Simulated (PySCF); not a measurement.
PySCF job for C2H5FSi2, SMILES C#C[Si@@H](F)[SiH3], TDDFT-PBE/def2-SVPD. The structure is a stationary point at B3LYP-D3(BJ)/def2-SVP. The structure was generated by enumeration; whether it is a known compound was not checked.

```python
import numpy as np
from pyscf import gto, scf, dft, tdscf

mol = gto.M(
    atom='''
    C     2.05898252    1.92920825    0.26606188
    C     1.33892014    1.01389580   -0.09003678
    Si    0.18045984   -0.31547684   -0.58090317
    F     0.80940519   -1.75555458   -0.13313304
    Si   -1.86152517   -0.00465926    0.53245370
    H     2.70083421    2.73414264    0.57638956
    H     0.05111387   -0.32628671   -2.06222824
    H    -2.82392623   -1.08730754    0.17496905
    H    -1.63207353   -0.01018619    2.00562064
    H    -2.43309634    1.31290988    0.12558848
    ''',
    basis='def2-SVPD',
    charge=0,
    spin=0,
    max_memory=1600,
    verbose=4,
)
mf = dft.RKS(mol, xc='pbe').density_fit(auxbasis='def2-universal-jkfit')
mf.grids.level = 3
mf.conv_tol = 1e-9
mf.max_cycle = 100
mf.kernel()
mf.grids = dft.Grids(mol).set(level=1).build(with_non0tab=True)  # coarser grid for the response kernel
td = tdscf.TDDFT(mf)
td.singlet = True
td.nstates = 10
td.conv_tol = 1e-4
td.positive_eig_threshold = 1e-6
td.kernel(x0=td.get_init_guess(mf, 15))
td.analyze()
tt = tdscf.TDA(mf)
tt.singlet = False
tt.nstates = 4
tt.conv_tol = 1e-4
tt.positive_eig_threshold = 1e-6
tt.kernel(x0=tt.get_init_guess(mf, 9))
tt.analyze(verbose=3)
```

It prints:

```
PySCF version 2.14.0

[INPUT] verbose = 4
[INPUT] num. atoms = 10
[INPUT] num. electrons = 54
[INPUT] charge = 0
[INPUT] spin (= nelec alpha-beta = 2S) = 0
[INPUT] symmetry False subgroup None
[INPUT] Mole.unit = angstrom
[INPUT] Symbol           X                Y                Z      unit          X                Y                Z       unit  Magmom
[INPUT]  1 C      2.058982520000   1.929208250000   0.266061880000 AA    3.890913058067   3.645675229751   0.502784085387 Bohr   0.0
[INPUT]  2 C      1.338920140000   1.013895800000  -0.090036780000 AA    2.530192367264   1.915985380847  -0.170144855338 Bohr   0.0
[INPUT]  3 Si     0.180459840000  -0.315476840000  -0.580903170000 AA    0.341019674083  -0.596164826243  -1.097747896192 Bohr   0.0
[INPUT]  4 F      0.809405190000  -1.755554580000  -0.133133040000 AA    1.529554132902  -3.317517352926  -0.251584983731 Bohr   0.0
[INPUT]  5 Si    -1.861525170000  -0.004659260000   0.532453700000 AA   -3.517772745284  -0.008804725343   1.006191667011 Bohr   0.0
[INPUT]  6 H      2.700834210000   2.734142640000   0.576389560000 AA    5.103836964756   5.166780775095   1.089218409459 Bohr   0.0
[INPUT]  7 H      0.051113870000  -0.326286710000  -2.062228240000 AA    0.096591215467  -0.616592519985  -3.897046579944 Bohr   0.0
[INPUT]  8 H     -2.823926230000  -1.087307540000   0.174969050000 AA   -5.336447170676  -2.054713463775   0.330643584775 Bohr   0.0
[INPUT]  9 H     -1.632073530000  -0.010186190000   2.005620640000 AA   -3.084171986852  -0.019249109353   3.790073719375 Bohr   0.0
[INPUT] 10 H     -2.433096340000   1.312909880000   0.125588480000 AA   -4.597885717282   2.481040099436   0.237327831600 Bohr   0.0

nuclear repulsion = 251.522020836122
number of shells = 65
number of NR pGTOs = 227
number of NR cGTOs = 151
basis = def2-SVPD
ecp = {}


[settings echo left out]
init E= -757.340209180644
  HOMO = -0.29719068264827  LUMO = -0.112406900431119  gap/eV = 5.02822
cycle= 1 E= -757.141904253398  delta_E= 0.198  |g|= 0.616  |ddm|= 7.05
  HOMO = -0.199064068538086  LUMO = -0.0531982804536244  gap/eV = 3.96921
cycle= 2 E= -756.899291184869  delta_E= 0.243  |g|=  1.3  |ddm|= 2.28
  HOMO = -0.243243727606246  LUMO = -0.0702851307879753  gap/eV = 4.70644
cycle= 3 E= -757.215535489058  delta_E= -0.316  |g|= 0.185  |ddm|= 1.35
  HOMO = -0.255522612896332  LUMO = -0.0759107699238188  gap/eV = 4.88749
cycle= 4 E= -757.221995091569  delta_E= -0.00646  |g|= 0.0913  |ddm|= 0.348
  HOMO = -0.256984693826571  LUMO = -0.0759223158397466  gap/eV = 4.92696
cycle= 5 E= -757.223279937481  delta_E= -0.00128  |g|= 0.0683  |ddm|= 0.143
  HOMO = -0.255908317310684  LUMO = -0.0750552575345957  gap/eV = 4.92126
cycle= 6 E= -757.224445286689  delta_E= -0.00117  |g|= 0.0064  |ddm|= 0.0666
  HOMO = -0.255749892868573  LUMO = -0.0751894448755643  gap/eV = 4.91330
cycle= 7 E= -757.224461548457  delta_E= -1.63e-05  |g|= 0.00173  |ddm|= 0.0167
  HOMO = -0.255700597106508  LUMO = -0.0751120320252006  gap/eV = 4.91407
cycle= 8 E= -757.224462547914  delta_E= -9.99e-07  |g|= 0.000317  |ddm|= 0.00339
  HOMO = -0.255711096340089  LUMO = -0.0751232081245492  gap/eV = 4.91405
cycle= 9 E= -757.224462578525  delta_E= -3.06e-08  |g|= 5.53e-05  |ddm|= 0.000698
  HOMO = -0.25570713954868  LUMO = -0.0751199535159395  gap/eV = 4.91403
cycle= 10 E= -757.224462579541  delta_E= -1.02e-09  |g|= 1.57e-05  |ddm|= 0.000143
  HOMO = -0.255709642672194  LUMO = -0.0751221705538954  gap/eV = 4.91404
cycle= 11 E= -757.224462579636  delta_E= -9.53e-11  |g|= 5.47e-06  |ddm|= 4.42e-05
  HOMO = -0.255708399881061  LUMO = -0.0751211191904071  gap/eV = 4.91403
Extra cycle  E= -757.224462579623  delta_E= 1.34e-11  |g|= 9.04e-06  |ddm|= 2.27e-05
converged SCF energy = -757.224462579623
tot grids = 40848
Overwritten attributes  positive_eig_threshold  of <class 'pyscf.tdscf.rks.CasidaTDDFT'>


******** <class 'pyscf.tdscf.rks.CasidaTDDFT'> for <class 'pyscf.df.df_jk.DFRKS'> ********
nstates = 10 singlet
deg_eia_thresh = 1.000e-03
wfnsym = None
conv_tol = 0.0001
eigh lindep = 1e-12
eigh level_shift = 0
eigh max_cycle = 100


Excitation energies (eV)
[5.04095581 5.68311237 5.98749317 6.19388759 6.40482644 6.50256677
 6.66122662 6.766922   6.87744525 6.90747469]

** Singlet excitation energies and oscillator strengths **
Excited State   1:      5.04096 eV    245.95 nm  f=0.0074
      27 -> 28        0.69891
Excited State   2:      5.68311 eV    218.16 nm  f=0.0050
      26 -> 28       -0.53400
      27 -> 29       -0.45063
Excited State   3:      5.98749 eV    207.07 nm  f=0.0121
      25 -> 28       -0.66178
      26 -> 29       -0.16234
      27 -> 29       -0.13915
Excited State   4:      6.19389 eV    200.17 nm  f=0.0289
      25 -> 28        0.19228
      26 -> 28        0.12181
      26 -> 29       -0.63314
      27 -> 29       -0.18150
Excited State   5:      6.40483 eV    193.58 nm  f=0.2149
      25 -> 29        0.38815
      26 -> 28        0.30153
      26 -> 29        0.23089
      26 -> 30       -0.16116
      27 -> 29       -0.38620
Excited State   6:      6.50257 eV    190.67 nm  f=0.0155
      25 -> 30       -0.12522
      27 -> 30       -0.67046
Excited State   7:      6.66123 eV    186.13 nm  f=0.0075
      24 -> 28        0.68456
      27 -> 31        0.12100
Excited State   8:      6.76692 eV    183.22 nm  f=0.0028
      23 -> 28       -0.48277
      27 -> 31        0.48546
      27 -> 32       -0.14120
Excited State   9:      6.87745 eV    180.28 nm  f=0.0019
      23 -> 28        0.38378
      26 -> 30        0.10127
      27 -> 31        0.24466
      27 -> 32       -0.50615
Excited State  10:      6.90747 eV    179.49 nm  f=0.0030
      25 -> 29       -0.31462
      26 -> 30       -0.60257

** Transition electric dipole moments (AU) **
state          X           Y           Z        Dip. S.      Osc.
  1        -0.1479     -0.1462      0.1296      0.0600      0.0074
  2        -0.1789      0.0603     -0.0109      0.0358      0.0050
  3        -0.2158     -0.1755      0.0724      0.0826      0.0121
  4        -0.3890     -0.1936     -0.0368      0.1901      0.0289
  5        -1.0032     -0.5897     -0.1237      1.3695      0.2149
  6        -0.1441      0.0476      0.2726      0.0973      0.0155
  7         0.0998      0.1724      0.0788      0.0459      0.0075
  8        -0.1233     -0.0200     -0.0333      0.0167      0.0028
  9         0.0959      0.0449     -0.0060      0.0113      0.0019
 10         0.0287     -0.1055      0.0767      0.0178      0.0030

** Transition velocity dipole moments (imaginary part, AU) **
state          X           Y           Z        Dip. S.      Osc.
  1        -0.0286     -0.0291      0.0271      0.0024      0.0086
  2        -0.0393      0.0142     -0.0033      0.0018      0.0056
  3        -0.0511     -0.0404      0.0188      0.0046      0.0139
  4        -0.0890     -0.0433     -0.0085      0.0099      0.0289
  5        -0.2387     -0.1413     -0.0279      0.0777      0.2201
  6        -0.0371      0.0118      0.0700      0.0064      0.0179
  7         0.0255      0.0440      0.0202      0.0030      0.0082
  8        -0.0307     -0.0042     -0.0065      0.0010      0.0027
  9         0.0234      0.0135      0.0006      0.0007      0.0019
 10         0.0082     -0.0279      0.0212      0.0013      0.0034

** Transition magnetic dipole moments (imaginary part, AU) **
state          X           Y           Z
  1        -0.3903     -0.4297     -0.3125
  2        -0.0287      0.0395      0.0935
  3        -0.2126     -0.1281     -0.2482
  4         0.1900     -0.0141      0.1395
  5         0.2153     -0.2085      0.0990
  6         0.2527     -0.6356      0.2333
  7        -0.1065      0.0892     -0.0180
  8        -0.2551      0.1884     -0.2280
  9        -0.1383      0.2568     -0.2010
 10        -0.0899      0.1214      0.1572
Overwritten attributes  positive_eig_threshold  of <class 'pyscf.tdscf.rks.TDA'>


******** <class 'pyscf.tdscf.rks.TDA'> for <class 'pyscf.df.df_jk.DFRKS'> ********
nstates = 4 triplet
deg_eia_thresh = 1.000e-03
wfnsym = None
conv_tol = 0.0001
eigh lindep = 1e-12
eigh level_shift = 0
eigh max_cycle = 100


Excitation energies (eV)
[4.59253199 4.73018406 5.03021614 5.45719954]

** Triplet excitation energies and oscillator strengths **
Excited State   1:      4.59253 eV    269.97 nm  f=0.0000
Excited State   2:      4.73018 eV    262.11 nm  f=0.0000
Excited State   3:      5.03022 eV    246.48 nm  f=0.0000
Excited State   4:      5.45720 eV    227.19 nm  f=0.0000
```

The calculation finished and met its thresholds.

Cost: roughly 60 core-seconds.
